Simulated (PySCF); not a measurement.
Isomers of C7H13FO, mass 132.095 u with the commonest isotopes. Method: PBE0/pcSseg-1 in PySCF (dipole) on a GFN2-xTB geometry, gas phase. One conformer each, none proved a minimum here; rigid rotors.

Question: Order these by rotational constant C, smallest first.
A. `[CH3:1][CH2:2][O:3][CH2:4][CH2:5][C@@H:6]1[CH2:7][C@H:8]1[F:9]` with C1–C2–O3–C4 -179°, C2–O3–C4–C5 -177°, O3–C4–C5–C6 68°, C4–C5–C6–C7 159°
B. `[CH3:1][CH2:2][CH2:3][C@H:4]([CH2:5][CH3:6])[C:7](=[O:8])[F:9]` with C1–C2–C3–C4 178°, C2–C3–C4–C5 -177°, C3–C4–C5–C6 176°, C3–C4–C7–O8 -118°
C. `[F:1][CH2:2][C@H:3]1[CH2:4][CH2:5][CH2:6][O:7][CH2:8][CH2:9]1` with F1–C2–C3–C4 63°, C2–C3–C4–C5 58°, C3–C4–C5–C6 53°, C4–C5–C6–O7 -72°, C5–C6–O7–C8 95°
D. `[CH3:1][CH:2]([CH3:3])[CH2:4][C@H:5]([CH3:6])[C:7](=[O:8])[F:9]` with C1–C2–C4–C5 64°, C2–C4–C5–C6 177°, C4–C5–C7–O8 -123°
E. `[CH3:1][CH2:2][C:3]([CH3:4])([CH2:5][CH3:6])[C:7](=[O:8])[F:9]` with C1–C2–C3–C4 62°, C2–C3–C5–C6 175°, C2–C3–C7–O8 121°
F. `[CH3:1][CH2:2][C@@H:3]1[CH2:4][CH2:5][C@H:6]([F:7])[CH2:8][O:9]1` with C1–C2–C3–C4 -66°, C2–C3–C4–C5 -177°, C3–C4–C5–C6 55°, C4–C5–C6–F7 71°, C5–C6–C8–O9 51°
G. `[CH3:1]/[C:2](=[CH:3]\[F:4])[O:5][C:6]([CH3:7])([CH3:8])[CH3:9]` with C1–C2–O5–C6 180°

Answer: A (616.5 MHz), B (817.9 MHz), G (863.4 MHz), F (891.1 MHz), D (954.8 MHz), C (1123 MHz), E (1196 MHz).

Question: Order these by rotational constant B, largest first.
A. `[CH3:1][CH2:2][O:3][CH2:4][CH2:5][C@@H:6]1[CH2:7][C@H:8]1[F:9]` with C1–C2–O3–C4 -179°, C2–O3–C4–C5 -177°, O3–C4–C5–C6 68°, C4–C5–C6–C7 159°
B. `[CH3:1][CH2:2][CH2:3][C@H:4]([CH2:5][CH3:6])[C:7](=[O:8])[F:9]` with C1–C2–C3–C4 178°, C2–C3–C4–C5 -177°, C3–C4–C5–C6 176°, C3–C4–C7–O8 -118°
C. `[CH3:1][CH:2]([CH3:3])[CH2:4][C@H:5]([CH3:6])[C:7](=[O:8])[F:9]` with C1–C2–C4–C5 64°, C2–C4–C5–C6 177°, C4–C5–C7–O8 -123°
D. `[CH3:1][CH2:2][C:3]([CH3:4])([CH2:5][CH3:6])[C:7](=[O:8])[F:9]` with C1–C2–C3–C4 62°, C2–C3–C5–C6 175°, C2–C3–C7–O8 121°
E. `[F:1][CH2:2][C@H:3]1[CH2:4][CH2:5][CH2:6][O:7][CH2:8][CH2:9]1` with F1–C2–C3–C4 63°, C2–C3–C4–C5 58°, C3–C4–C5–C6 53°, C4–C5–C6–O7 -72°, C5–C6–O7–C8 95°

Answer: D (1414 MHz), E (1334 MHz), C (1021 MHz), B (983.5 MHz), A (679.0 MHz).

Question: Order these by radius of gyration √(Σ m r²/M), smallest first.
A. `[F:1][CH2:2][C@H:3]1[CH2:4][CH2:5][CH2:6][O:7][CH2:8][CH2:9]1` with F1–C2–C3–C4 63°, C2–C3–C4–C5 58°, C3–C4–C5–C6 53°, C4–C5–C6–O7 -72°, C5–C6–O7–C8 95°
B. `[CH3:1][CH:2]([CH3:3])[CH2:4][C@H:5]([CH3:6])[C:7](=[O:8])[F:9]` with C1–C2–C4–C5 64°, C2–C4–C5–C6 177°, C4–C5–C7–O8 -123°
C. `[CH3:1][CH2:2][CH2:3][C@H:4]([CH2:5][CH3:6])[C:7](=[O:8])[F:9]` with C1–C2–C3–C4 178°, C2–C3–C4–C5 -177°, C3–C4–C5–C6 176°, C3–C4–C7–O8 -118°
D. `[CH3:1][CH2:2][O:3][CH2:4][CH2:5][C@@H:6]1[CH2:7][C@H:8]1[F:9]` with C1–C2–O3–C4 -179°, C2–O3–C4–C5 -177°, O3–C4–C5–C6 68°, C4–C5–C6–C7 159°
E. `[CH3:1]/[C:2](=[CH:3]\[F:4])[O:5][C:6]([CH3:7])([CH3:8])[CH3:9]` with C1–C2–O5–C6 180°
F. `[CH3:1][CH2:2][C@@H:3]1[CH2:4][CH2:5][C@H:6]([F:7])[CH2:8][O:9]1` with C1–C2–C3–C4 -66°, C2–C3–C4–C5 -177°, C3–C4–C5–C6 55°, C4–C5–C6–F7 71°, C5–C6–C8–O9 51°

Answer: A (1.998 Å), F (2.154 Å), B (2.179 Å), E (2.207 Å), C (2.265 Å), D (2.562 Å).

| SMILES | point group | Ia (u·Å²) | Ib (u·Å²) | Ic (u·Å²) | κ | μa (D) | μb (D) | μc (D) |
| --- | --- | --- | --- | --- | --- | --- | --- | --- |
| CCC[C@H](CC)C(=O)F | C1 | 223.47 | 513.87 | 617.86 | -0.77 | 0.78 | 3.05 | 0.09 |
| FC[C@H]1CCCOCC1 | C1 | 225.74 | 378.86 | 449.89 | -0.62 | 1.54 | 0.57 | 1.62 |
| CCC(C)(CC)C(=O)F | Cs | 268.99 | 357.32 | 422.72 | -0.36 | 0.02 | 3.00 | 0.82 |
| CC(C)C[C@H](C)C(=O)F | C1 | 230.22 | 495.05 | 529.28 | -0.89 | 1.56 | 2.60 | 0.55 |
| CCOCC[C@@H]1C[C@H]1F | C1 | 170.31 | 744.33 | 819.81 | -0.95 | 0.92 | 1.64 | 1.02 |
| C/C(=C\F)OC(C)(C)C | Cs | 189.07 | 512.13 | 585.36 | -0.86 | 2.28 | 0.33 | 0.00 |
| CC[C@@H]1CC[C@H](F)CO1 | C1 | 154.59 | 504.13 | 567.15 | -0.91 | 0.52 | 1.04 | 2.17 |
